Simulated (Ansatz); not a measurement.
Molecule: C$_{4}$H$_{3}$O$_{2}$, charge 0, multiplicity 2. It need not be the lowest isomer of its formula. 
Coordinates optimised at B3LYP-D3(BJ)/def2-TZVP (Ansatz, a program for electronic structure):
SMILES: [O]c1ccco1
```xyz
9

O      1.9006    -0.6054    -0.2355
C      0.7873    -0.1734    -0.1163
C      0.1875     1.1252    -0.3104
C     -1.1596     1.0256    -0.0153
C     -1.3963    -0.2914     0.3514
O     -0.2824    -1.0343     0.3074
H      0.7469     1.9867    -0.6317
H     -1.9036     1.8038    -0.0543
H     -2.3028    -0.7892     0.6544
```
Charge 0, spin multiplicity 2.

Wanted: atomisation energy (electronic, to ground-state atoms), in eV. Correlated levels leave the core frozen unless marked. Open shells are spin-unrestricted. Spin-orbit coupling is left out. Non-relativistic. The coupled-cluster limit lacks core correlation, which all-electron functionals hold. CBS marks a two-point X^-3 extrapolation of the correlation energy; Hartree-Fock from the larger set.

```json
[
 {"level": "PBE/def2-TZVPD", "program": "Ansatz", "atomisation energy (eV)": "46.59"},
 {"level": "PBE-D4/def2-TZVPD", "program": "Ansatz + dftd4", "atomisation energy (eV)": "46.78"},
 {"level": "B3LYP-D4/def2-TZVPD", "program": "Ansatz + dftd4", "atomisation energy (eV)": "44.45"},
 {"level": "PBE0/STO-3G", "program": "Ansatz", "atomisation energy (eV)": "48.74"},
 {"level": "PBE0-D4/def2-TZVP", "program": "Ansatz + dftd4", "atomisation energy (eV)": "45.19"},
 {"level": "PBE0/def2-TZVP", "program": "Ansatz", "atomisation energy (eV)": "45.03"},
 {"level": "r2SCANh-D4/def2-TZVPD", "program": "Ansatz + dftd4", "atomisation energy (eV)": "44.51"}
]
```

Question: Estimate the value at CCSD(T)/CBS(cc-pVTZ,cc-pVQZ) as computed with Ansatz.

Answer: 44.16 eV
